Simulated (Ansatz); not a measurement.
# AlCuH4OS: where a starting geometry ends

The starting geometry of this gas-phase singlet was optimised with GFN2-xTB.

```xyz
8

Al    1.3246   -0.8487   -1.5489
Cu   -0.7606   -1.0339   -2.8879
O     0.9896   -0.3792   -3.1521
S     2.2946   -2.7510   -1.0596
H     2.1349   -2.5121    0.2373
H     1.0931   -0.0385   -4.0430
H    -1.9821   -1.5677   -2.4883
H     1.3462    0.2801   -0.5250
```

Predict what it relaxes into with r2SCAN-D4/def2-SVP.

It keeps its bonds.

The energy falls by 0.33 eV over 12 steps:

| step | E − E(last) (eV) |
| --- | --- |
| 1 | 0.325 |
| 2 | 0.184 |
| 3 | 0.137 |
| 5 | 0.051 |
| 6 | 0.011 |
| 7 | 0.005 |
| 8 | 0.005 |
| 10 | 0.000 |
| 11 | 0.000 |
| 12 | 0.000 |

Final geometry (Å):

```xyz
8

Al    1.1107   -0.8106   -1.4835
Cu   -0.8217   -0.8859   -2.9449
O     0.9770   -0.2350   -3.1914
S     2.3045   -2.6427   -1.2900
H     2.4735   -2.4820    0.0421
H     1.5025   -0.6121   -3.9112
H    -2.0478   -1.4372   -2.3535
H     0.9417    0.2545   -0.3349
```

No frequencies were run, so the end isn't proven a minimum. Run with Ansatz 0.2.0, 31 s on 2 threads of Intel(R) Xeon(R) Processor @ 2.70GHz (shared host).
